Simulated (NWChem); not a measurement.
System: CH5GeN, singlet; SMILES [Ge]([NH2])[CH3]

Output (shortened):

```
             Northwest Computational Chemistry Package (NWChem) 7.3.0
             --------------------------------------------------------

 C1  symmetry detected

                             Geometry "geometry" -> ""
                             -------------------------

 Output coordinates in angstroms (scale by  1.889725989 to convert to a.u.)

  No.       Tag          Charge          X              Y              Z
 ---- ---------------- ---------- -------------- -------------- --------------
    1 Ge                  32.0000    -0.48898121    -0.11495700    -0.00010814
    2 C                    6.0000     0.62063416     1.59552726    -0.00019422
    3 H                    1.0000    -0.00173682     2.48868103    -0.03801160
    4 H                    1.0000     1.29116192     1.62220697    -0.85832215
    5 H                    1.0000     1.23045799     1.65646356     0.90070171
    6 N                    7.0000     0.94426981    -1.21449453    -0.00012452
    7 H                    1.0000     1.91513964    -0.93964743    -0.00124078
    8 H                    1.0000     0.87868221    -2.22078184     0.00237017

 Effective nuclear repulsion energy (a.u.)     179.5685344361

                                Z-matrix (autoz)
                                --------

 Units are Angstrom for bonds and degrees for angles

[...]

      ----------------------
      Optimization converged
      ----------------------

  Step       Energy      Delta E   Gmax     Grms     Xrms     Xmax
  ---- ---------------- -------- -------- -------- -------- --------
@    6   -2172.16240430 -1.9D-07  0.00003  0.00001  0.00036  0.00070
                                     ok       ok       ok       ok

                                Z-matrix (autoz)
                                --------

 Units are Angstrom for bonds and degrees for angles

      Type          Name      I     J     K     L     M      Value     Gradient
      ----------- --------  ----- ----- ----- ----- ----- ---------- ----------
    1 Stretch                  1     2                       2.00442   -0.00002
    2 Stretch                  1     6                       1.81747   -0.00002
    3 Stretch                  2     3                       1.10005    0.00001
    4 Stretch                  2     4                       1.10326    0.00000
    5 Stretch                  2     5                       1.10352    0.00000
    6 Stretch                  6     7                       1.01646   -0.00002
    7 Stretch                  6     8                       1.01440   -0.00003
    8 Bend                     1     2     3               111.56990    0.00001
    9 Bend                     1     2     4               110.66660   -0.00000
   10 Bend                     1     2     5               110.20257    0.00001
   11 Bend                     1     6     7               126.12378   -0.00001
   12 Bend                     1     6     8               121.94268    0.00002
   13 Bend                     2     1     6                95.58011   -0.00001
   14 Bend                     3     2     4               108.33693   -0.00001
   15 Bend                     3     2     5               108.16490   -0.00001
   16 Bend                     4     2     5               107.77921   -0.00000
   17 Bend                     7     6     8               111.93351   -0.00001
   18 Torsion                  2     1     6     7          -0.13507    0.00000
   19 Torsion                  2     1     6     8         179.79588    0.00000
   20 Torsion                  3     2     1     6         177.79338    0.00000
   21 Torsion                  4     2     1     6          57.08440    0.00001
   22 Torsion                  5     2     1     6         -62.02949    0.00001

                         Geometry "geometry" -> "geometry"
                         ---------------------------------

 Output coordinates in angstroms (scale by  1.889725989 to convert to a.u.)

  No.       Tag          Charge          X              Y              Z
 ---- ---------------- ---------- -------------- -------------- --------------
    1 Ge                  32.0000    -0.46795680    -0.09230148     0.00139959
    2 C                    6.0000     0.61462584     1.59461728    -0.00074972
    3 H                    1.0000    -0.02733458     2.48708020    -0.03950933
    4 H                    1.0000     1.29574711     1.61905737    -0.86830469
    5 H                    1.0000     1.23057120     1.65331325     0.91299185
    6 N                    7.0000     0.95893037    -1.21799870    -0.00029242
    7 H                    1.0000     1.93791017    -0.94455890    -0.00374507
    8 H                    1.0000     0.84713439    -2.22621100     0.00328026

 Effective nuclear repulsion energy (a.u.)     180.0173850220

                Final and change from initial internal coordinates
                --------------------------------------------------

                                Z-matrix (autoz)
                                --------

 Units are Angstrom for bonds and degrees for angles

[...]

 Rotational Constants
 --------------------
 A=   0.399551 cm-1  (  0.574852 K)
 B=   0.237260 cm-1  (  0.341356 K)
 C=   0.153196 cm-1  (  0.220410 K)

 Temperature                      =   298.15K
 frequency scaling parameter      =   1.0000

 Zero-Point correction to Energy  =   38.371 kcal/mol  (  0.061149 au)
 Thermal correction to Energy     =   41.171 kcal/mol  (  0.065610 au)
 Thermal correction to Enthalpy   =   41.763 kcal/mol  (  0.066554 au)

 Total Entropy                    =   69.088 cal/mol-K
   - Translational                =   39.845 cal/mol-K (mol. weight = 104.9641)
   - Rotational                   =   24.211 cal/mol-K (symmetry #  =        1)
   - Vibrational                  =    5.031 cal/mol-K

 Cv (constant volume heat capacity) =   15.086 cal/mol-K
   - Translational                  =    2.979 cal/mol-K
   - Rotational                     =    2.979 cal/mol-K
   - Vibrational                    =    9.127 cal/mol-K

[normal modes left out]

 ----------------------------------------------------------------------------
 Normal Eigenvalue ||           Projected Infra Red Intensities
  Mode   [cm**-1]  || [atomic units] [(debye/angs)**2] [(KM/mol)] [arbitrary]
 ------ ---------- || -------------- ----------------- ---------- -----------
    1      -52.637 ||    0.000006           0.000         0.006       0.003
    2       -0.000 ||    0.001981           0.046         1.931       0.950
    3       -0.000 ||    0.000806           0.019         0.785       0.386
    4        0.000 ||    0.000350           0.008         0.341       0.168
    5        0.000 ||    0.000856           0.020         0.834       0.410
    6        0.000 ||    0.000001           0.000         0.001       0.000
    7        0.000 ||    0.000175           0.004         0.171       0.084
    8      231.908 ||    0.001535           0.035         1.496       0.736
    9      474.173 ||    0.176720           4.077       172.275      84.761
   10      503.235 ||    0.032928           0.760        32.100      15.793
   11      542.856 ||    0.042518           0.981        41.449      20.393
   12      673.622 ||    0.002549           0.059         2.485       1.223
   13      687.873 ||    0.006896           0.159         6.722       3.307
   14      708.803 ||    0.058290           1.345        56.824      27.958
   15      812.950 ||    0.046992           1.084        45.810      22.539
   16     1213.396 ||    0.016109           0.372        15.704       7.726
   17     1419.029 ||    0.005889           0.136         5.741       2.824
   18     1432.148 ||    0.008295           0.191         8.087       3.979
   19     1531.985 ||    0.027974           0.645        27.270      13.417
   20     3039.975 ||    0.006054           0.140         5.902       2.904
   21     3141.502 ||    0.007523           0.174         7.334       3.608
   22     3167.263 ||    0.008106           0.187         7.902       3.888
   23     3576.022 ||    0.013833           0.319        13.485       6.635
   24     3697.266 ||    0.033997           0.784        33.142      16.306
 ----------------------------------------------------------------------------

 ===============================================================================
      Negative Nuclear Hessian Mode    1  Eigenvalue =    -52.64 cm**(-1)
 -------------------------------------------------------------------------------
   Raw step length:  0.513 angstroms ;  The Raw step for this mode is:
    1 Ge                  32.0000    -0.00031411    -0.00009153    -0.00711061
    2 C                    6.0000     0.00040408    -0.00029812     0.00709140
    3 H                    1.0000    -0.00639828     0.00634721     0.27560287
    4 H                    1.0000    -0.22281986     0.11083846    -0.16633123
    5 H                    1.0000     0.23647863    -0.12263458    -0.14544968
    6 N                    7.0000     0.00066278     0.00096828     0.02888411
    7 H                    1.0000     0.00067352     0.00139713     0.06405591
    8 H                    1.0000     0.00108526     0.00086108     0.00790880

  Geometry after  100.0% step for mode  1; Step length =  0.513 angstroms
   Maximum component (any atom: x,y, or z) displacement:  0.521
    1 Ge                  32.0000    -0.46827091    -0.09239300    -0.00571101
    2 C                    6.0000     0.61502992     1.59431916     0.00634168
    3 H                    1.0000    -0.03373286     2.49342741     0.23609354
    4 H                    1.0000     1.07292725     1.72989582    -1.03463593
    5 H                    1.0000     1.46704984     1.53067866     0.76754217
    6 N                    7.0000     0.95959315    -1.21703043     0.02859169
    7 H                    1.0000     1.93858369    -0.94316177     0.06031084
    8 H                    1.0000     0.84821965    -2.22534991     0.01118906

  Geometry after -100.0% step for mode  1; Step length =  0.513 angstroms
   Maximum component (any atom: x,y, or z) displacement:  0.521
    1 Ge                  32.0000    -0.46764269    -0.09220995     0.00851020
    2 C                    6.0000     0.61422176     1.59491540    -0.00784113
    3 H                    1.0000    -0.02093630     2.48073299    -0.31511220
    4 H                    1.0000     1.51856697     1.50821891    -0.70197346
    5 H                    1.0000     0.99409257     1.77594783     1.05844153
    6 N                    7.0000     0.95826759    -1.21896698    -0.02917653
    7 H                    1.0000     1.93723665    -0.94595603    -0.06780098
    8 H                    1.0000     0.84604913    -2.22707208    -0.00462854

  Geometry after   50.0% step for mode  1; Step length =  0.256 angstroms
   Maximum component (any atom: x,y, or z) displacement:  0.260
    1 Ge                  32.0000    -0.46811386    -0.09234724    -0.00215571
    2 C                    6.0000     0.61482788     1.59446822     0.00279598
    3 H                    1.0000    -0.03053372     2.49025380     0.09829211
    4 H                    1.0000     1.18433718     1.67447659    -0.95147031
    5 H                    1.0000     1.34881052     1.59199596     0.84026701
    6 N                    7.0000     0.95926176    -1.21751456     0.01414963
    7 H                    1.0000     1.93824693    -0.94386034     0.02828288
    8 H                    1.0000     0.84767702    -2.22578046     0.00723466

  Geometry after  -50.0% step for mode  1; Step length =  0.256 angstroms
   Maximum component (any atom: x,y, or z) displacement:  0.260
    1 Ge                  32.0000    -0.46779974    -0.09225571     0.00495490
    2 C                    6.0000     0.61442380     1.59476634    -0.00429543
    3 H                    1.0000    -0.02413544     2.48390659    -0.17731076
    4 H                    1.0000     1.40715704     1.56363814    -0.78513908
    5 H                    1.0000     1.11233189     1.71463054     0.98571669
    6 N                    7.0000     0.95859898    -1.21848284    -0.01473447
    7 H                    1.0000     1.93757341    -0.94525747    -0.03577303
    8 H                    1.0000     0.84659176    -2.22664154    -0.00067414

  Geometry after   38.4% step for mode  1; Step length =  0.197 angstroms
   Maximum component (any atom: x,y, or z) displacement:  0.200
    1 Ge                  32.0000    -0.46807742    -0.09233662    -0.00133098
    2 C                    6.0000     0.61478101     1.59450280     0.00197348
    3 H                    1.0000    -0.02979161     2.48951762     0.06632612
    4 H                    1.0000     1.21018109     1.66162092    -0.93217827
    5 H                    1.0000     1.32138239     1.60621981     0.85713709
    6 N                    7.0000     0.95918488    -1.21762687     0.01079949
    7 H                    1.0000     1.93816881    -0.94402238     0.02085331
    8 H                    1.0000     0.84755115    -2.22588033     0.00631735

  Geometry after  -38.4% step for mode  1; Step length =  0.197 angstroms
   Maximum component (any atom: x,y, or z) displacement:  0.200
    1 Ge                  32.0000    -0.46783618    -0.09226633     0.00413017
    2 C                    6.0000     0.61447067     1.59473176    -0.00347293
    3 H                    1.0000    -0.02487755     2.48464278    -0.14534478
    4 H                    1.0000     1.38131313     1.57649381    -0.80443112
    5 H                    1.0000     1.13976002     1.70040669     0.96884661
    6 N                    7.0000     0.95867585    -1.21837053    -0.01138433
    7 H                    1.0000     1.93765153    -0.94509542    -0.02834346
    8 H                    1.0000     0.84671763    -2.22654167     0.00024317

  Geometry after   19.2% step for mode  1; Step length =  0.098 angstroms
   Maximum component (any atom: x,y, or z) displacement:  0.100
    1 Ge                  32.0000    -0.46801711    -0.09231905     0.00003431
    2 C                    6.0000     0.61470343     1.59456004     0.00061188
    3 H                    1.0000    -0.02856310     2.48829891     0.01340840
    4 H                    1.0000     1.25296410     1.64033914    -0.90024148
    5 H                    1.0000     1.27597679     1.62976653     0.88506447
    6 N                    7.0000     0.95905763    -1.21781279     0.00525354
    7 H                    1.0000     1.93803949    -0.94429064     0.00855412
    8 H                    1.0000     0.84734277    -2.22604566     0.00479881

  Geometry after  -19.2% step for mode  1; Step length =  0.098 angstroms
   Maximum component (any atom: x,y, or z) displacement:  0.100
    1 Ge                  32.0000    -0.46789649    -0.09228390     0.00276488
    2 C                    6.0000     0.61454825     1.59467452    -0.00211133
    3 H                    1.0000    -0.02610607     2.48586149    -0.09242705
    4 H                    1.0000     1.33853012     1.59777559    -0.83636791
    5 H                    1.0000     1.18516561     1.67685997     0.94091923
    6 N                    7.0000     0.95880311    -1.21818462    -0.00583838
    7 H                    1.0000     1.93778085    -0.94482716    -0.01604427
    8 H                    1.0000     0.84692601    -2.22637633     0.00176172
```

Level: PBE0/def2-SVP. Low-valent species are run as closed-shell singlets; no triplet was tried in these runs. The optimisation ended at a saddle point (imaginary frequency).

Problem. Reconstruct the input file.

Solution. This is not unique; one that fits is the input that was run:
```
start job
memory heap 200 mb stack 900 mb global 1100 mb
geometry units angstroms
  Ge    -0.238575     0.014466     0.327698
  C      0.888742     1.383386    -0.678392
  H      0.802264     2.381077    -0.249867
  H      0.584234     1.443621    -1.722590
  H      1.941716     1.104317    -0.654349
  N      0.189661    -1.355980    -0.768515
  H      0.795648    -1.316880    -1.574357
  H     -0.156227    -2.296037    -0.651997
end
basis spherical
  * library def2-svp
end
dft
  xc pbe0
  iterations 150
end
driver
  maxiter 120
end
task dft optimize
task dft freq
```
